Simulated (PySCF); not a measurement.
PySCF input for Zn(NH2)(SMe) (CH5NSZn), SMILES [S]([Zn][NH2])C, IEF-PCM-M06-2X/def2-SVP. Geometry: ωB97X-D3(BJ)/def2-SVP. The structure was generated by enumeration; whether it is a known compound was not checked. The values are those of a single conformer.

```python
import numpy as np
from pyscf import gto, scf, dft
from pyscf.solvent import pcm

mol = gto.M(
    atom='''
    Zn    0.09259661   -0.67124147    0.00000000
    N    -0.29595100   -2.43796287   -0.00000000
    H    -0.65779656   -2.90496509    0.82569061
    H    -0.65779655   -2.90496509   -0.82569061
    S     0.66023909    1.41655024   -0.00000000
    C    -0.99420815    2.19760915   -0.00000000
    H    -1.57512922    1.93814383    0.89708476
    H    -0.83896630    3.28616787    0.00000000
    H    -1.57512922    1.93814383   -0.89708476
    ''',
    basis='def2-SVP',
    charge=0,
    spin=0,
    max_memory=1600,
    verbose=3,
)
mf = dft.RKS(mol, xc='m06-2x').density_fit(auxbasis='def2-universal-jkfit')
mf.grids.level = 4
mf.conv_tol = 1e-9
mf.max_cycle = 100
mf.kernel()
res = {}
for name, eps in {'water': 78.355, 'acetone': 20.493, 'chloroform': 4.7113}.items():
    s = mf.PCM()
    s.with_solvent.method, s.with_solvent.eps, s.with_solvent.lebedev_order = 'IEF-PCM', eps, 29
    s.kernel(mf.make_rdm1())
    res[name] = (s.e_tot, eps, s.dip_moment(), s.mo_energy, s.converged)
    print(f'{name}: electrostatic solvation free energy {(s.e_tot - mf.e_tot) * 627.509474:.3f} kcal/mol')
```

Output:

```
converged SCF energy = -2272.94472783884

WARN: PCM is an experimental feature. It is still in testing.
Features and APIs may be changed in the future.

converged SCF energy = -2272.96869350451
Dipole moment(X, Y, Z, Debye): -2.85960, -1.35271, -0.00000
water: electrostatic solvation free energy -15.039 kcal/mol

WARN: PCM is an experimental feature. It is still in testing.
Features and APIs may be changed in the future.

converged SCF energy = -2272.96712716882
Dipole moment(X, Y, Z, Debye): -2.81549, -1.31594, -0.00000
acetone: electrostatic solvation free energy -14.056 kcal/mol

WARN: PCM is an experimental feature. It is still in testing.
Features and APIs may be changed in the future.

converged SCF energy = -2272.96109666831
Dipole moment(X, Y, Z, Debye): -2.65286, -1.17906, -0.00000
chloroform: electrostatic solvation free energy -10.272 kcal/mol
```

Self-consistency was reached.

Cost: about 2.2 core-minutes (a rough figure).
